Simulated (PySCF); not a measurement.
## C4H8FSSi: g tensor and hyperfine couplings

Compound: C4H8FSSi (doublet state).
Z-matrix (Å and degrees, GFN2-xTB geometry), rows numbered from 1:
```
F 
C   1  1.3755
Si  2  1.9171  1  110.99
S   3  2.1705  2  101.36  1   179.20
C   3  1.8504  2  121.73  1   -44.78
C   5  1.4868  3   94.82  2   115.59
C   6  1.5415  5   99.36  3     1.34
H   2  1.0920  1  106.91  3  -121.40
H   2  1.0927  1  106.83  3   122.52
H   4  1.3224  3   96.02  2  -175.86
H   5  1.0759  3  140.29  2   -63.61
H   6  1.0942  5  112.02  3  -118.14
H   6  1.0944  5  112.89  3   121.82
H   7  1.0864  3  116.21  2   126.63
H   7  1.0852  3  116.02  2    -1.57
```

The hyperfine couplings belong to this conformer and change with its torsions.

The species is `FC[Si@@]1(S)[CH]CC1` [radical].

Computed, not measured: PySCF, UKS B3LYP, pcH-1 on C F H S Si, non-relativistic, mean-field spin-orbit, GIAO. Isolated species at its GFN2-xTB geometry (one conformer only). Couplings are sensitive to structure, and on GFN2-xTB geometries they can be far from those on DFT ones. Stability of the SCF solution: not tested.

```
g1, g2, g3                      : 2.00152, 2.00210, 2.00302
g_iso                           : 2.00222
Form of g                       : rhombic: the two nearest values differ by 39 % of g3 − g1
⟨S²⟩                            : 0.7538 (exact 0.7500)
HOMO–LUMO gap, α and β orbitals : 6.36, 4.44 eV
Basis functions                 : 275
```

Hyperfine couplings atom by atom, in MHz; T1 to T3 are the principal values of the dipolar part; ρ(0) is the spin density at the nucleus:

| atom | isotope | a_iso | of which spin–orbit | T1 | T2 | T3 | Mulliken spin population | ρ(0) (bohr⁻³) |
| --- | --- | --- | --- | --- | --- | --- | --- | --- |
| F1 | 19F | 5.8 | 0.0 | -2.5 | 0.3 | 2.2 | 0.00 | 0.0014 |
| C2 | 13C | 16.0 | 0.0 | -2.4 | -2.2 | 4.6 | 0.02 | 0.0142 |
| Si3 | 29Si | 42.6 | -0.1 | -4.8 | -1.3 | 6.1 | 0.02 | -0.0480 |
| S4 | 33S | 2.5 | 0.0 | -4.3 | -4.0 | 8.2 | 0.03 | 0.0072 |
| C5 | 13C | 80.2 | -0.1 | -72.3 | -70.8 | 143.1 | 0.96 | 0.0715 |
| C6 | 13C | -31.1 | 0.0 | -2.9 | 1.1 | 1.8 | -0.09 | -0.0276 |
| C7 | 13C | -0.6 | 0.0 | -1.4 | -0.8 | 2.2 | 0.00 | -0.0005 |
| H8 | 1H | -1.1 | 0.0 | -1.9 | -1.1 | 3.0 | 0.00 | -0.0002 |
| H9 | 1H | 2.6 | 0.0 | -1.7 | -0.9 | 2.6 | 0.00 | 0.0006 |
| H10 | 1H | 0.0 | 0.0 | -2.9 | -0.9 | 3.8 | 0.00 | 0.0000 |
| H11 | 1H | -54.4 | 0.0 | -34.3 | -1.0 | 35.3 | -0.04 | -0.0122 |
| H12 | 1H | 128.3 | 0.0 | -5.3 | -3.1 | 8.5 | 0.05 | 0.0287 |
| H13 | 1H | 123.7 | 0.0 | -5.0 | -3.5 | 8.5 | 0.05 | 0.0277 |
| H14 | 1H | -2.4 | 0.0 | -2.3 | -2.0 | 4.4 | 0.00 | -0.0005 |
| H15 | 1H | -1.5 | 0.0 | -2.3 | -2.0 | 4.3 | 0.00 | -0.0003 |

The largest Mulliken spin populations are on C5 (+0.96) and C6 (-0.09). No atom but C5 exceeds +0.15. The positive populations add up to 1.12 and the negative ones to -0.12, together 2S = 1. The angles at C5 add up to 360.0°, so it is planar; its axial dipolar tensor and the negative coupling of its proton fit spin in a p orbital normal to that plane.

Axes: g1 points within 13° of the C5–C6 bond and g3 points within 9° of the Si3–C5 bond.

Under fast tumbling the dipolar parts average out, and these isotropic splittings remain (the largest six): 1 × 1H (H12, I = 1/2, 2 lines) with 4.58 mT, 1 × 1H (H13, I = 1/2, 2 lines) with 4.41 mT, 1 × 1H (H11, I = 1/2, 2 lines) with 1.94 mT, 1 × 19F (F1, I = 1/2, 2 lines) with 0.21 mT, 1 × 1H (H9, I = 1/2, 2 lines) with 0.09 mT and 1 × 1H (H14, I = 1/2, 2 lines) with 0.09 mT.

The 13C coupling of C5 (80.2 MHz) shows only in satellite lines or after enrichment, since that isotope makes up about 1.07 % of natural carbon.

The 29Si coupling of Si3 (42.6 MHz) shows only in satellite lines or after enrichment, since that isotope makes up about 4.7 % of natural silicon.

The run took 2.1 min of wall time (with the writing of density and orbital grids) on Arm Neoverse N1, one thread, no GPU, shared host with 64 logical CPUs at a one-minute load of 12, and the process peaked at 0.97 GiB of memory.
